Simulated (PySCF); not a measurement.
B(H)(Et)(vinyl) (C₄H₉B), SMILES B(C=C)CC.

The structure is a stationary point at PBE0-D3(BJ)/def2-SVP. This is a generated structure with no PubChem entry under its InChIKey; it may be hypothetical. One conformer was computed; it need not be the lowest.

Two levels are set side by side: TDA-PBE/def2-SVPD (PySCF) and TDA-ωB97X/def2-SVPD (PySCF). Vertical, same geometry. The lowest singlet is HOMO→LUMO 58 %, HOMO−1→LUMO 33 %, HOMO−2→LUMO 9 % with PBE and HOMO−1→LUMO 77 % with the other functional; states are paired by order. Differences are taken from unrounded values.

```tsv
quantity	TDA-ωB97X	TDA-PBE	TDA-PBE minus TDA-ωB97X
lowest singlet excitation (eV)	5.58	4.50	-1.07
lowest triplet excitation (TDA) (eV)	3.81	3.63	-0.17
first bright state (f over 0.05) (eV)	6.66	5.80	-0.86
its oscillator strength	0.34	0.13	-0.20
```

Functionals without exact exchange tend to place singlet excitations lower, as here. Differences between two approximate levels are no errors against the true value.

Rough cost on one machine, each run with all the roots and properties that it gave: TDA-ωB97X against TDA-PBE about 4 times.
